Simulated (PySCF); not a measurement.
Compound: C₃H₈OSi₂.
Structure used (PBE0-D3(BJ)/def2-SVP), in Å, numbered top down from 1:
```xyz
14
C3H8OSi2 angstrom
C     -2.384   -0.393    0.776
O     -2.042    0.715   -0.013
Si    -0.732    0.770   -1.028
C      0.808    0.362   -0.104
C      1.822    0.070    0.519
Si     3.346   -0.355    1.451
H     -1.554   -0.699    1.438
H     -3.244   -0.122    1.406
H     -2.672   -1.264    0.159
H     -0.658    2.156   -1.551
H     -0.857   -0.222   -2.137
H      3.053   -0.322    2.913
H      3.800   -1.722    1.064
H      4.413    0.635    1.130
```

The calculation used core-valence-separated Tamm–Dancoff BHandHLYP/aug-pcX-1 (pcseg-1 on H, def2-SVPD on Si) in PySCF, non-relativistic, gas phase, PBE0-D3(BJ)/def2-SVP geometry. The energies are unshifted.

The lowest roots of each edge with f over 0.003 (five at most, numbered afresh; weaker and dark ones are left out), with transition dipoles (au) in the frame of the coordinates:

```csv
root,edge,E (eV),μx,μy,μz
1,C,282.38,-0.0645,-0.0400,0.0867
2,C,282.40,0.0159,0.0132,-0.0197
3,C,282.45,0.0014,-0.0833,-0.0398
4,C,282.61,0.0005,0.0706,0.0316
5,C,286.10,-0.0251,0.0087,-0.0158
6,O,532.21,-0.0224,0.0117,0.0091
7,O,533.52,-0.0036,-0.0154,-0.0070
8,O,533.82,-0.0122,-0.0257,0.0129
9,O,534.07,-0.0244,0.0024,-0.0092
10,O,534.25,0.0067,0.0103,-0.0318
```

Question: What are the oscillator strengths?

Answer: f = (2/3) ΔE |μ|², with ΔE in hartree (27.2114 eV):

```tsv
root	ΔE (Eh)	|μ|² (au)	f	core hole on
1	10.3771	0.013277	0.092	C4 + C5
2	10.3782	0.000815	0.006	C4 + C5
3	10.3799	0.008525	0.059	C4
4	10.3857	0.005983	0.041	C5
5	10.5138	0.000955	0.007	C5
6	19.5584	0.000721	0.009	O2
7	19.6066	0.000299	0.004	O2
8	19.6176	0.000976	0.013	O2
9	19.6268	0.000686	0.009	O2
10	19.6331	0.001162	0.015	O2
```

Question: Molecules are fixed in this frame and the field points along x. What effective strengths 3 f cos²θ do the roots have (θ between field and μ)?

Answer: root 1 (C4 + C5): 0.086, root 2 (C4 + C5): 0.005, root 3 (C4): 0.000, root 4 (C5): 0.000, root 5 (C5): 0.013, root 6 (O2): 0.020, root 7 (O2): 0.001, root 8 (O2): 0.006, root 9 (O2): 0.023, root 10 (O2): 0.002. Root 1 is the strongest. Averaged over all orientations cos²θ is 1/3, which gives f back.

One conformer stands for the species.
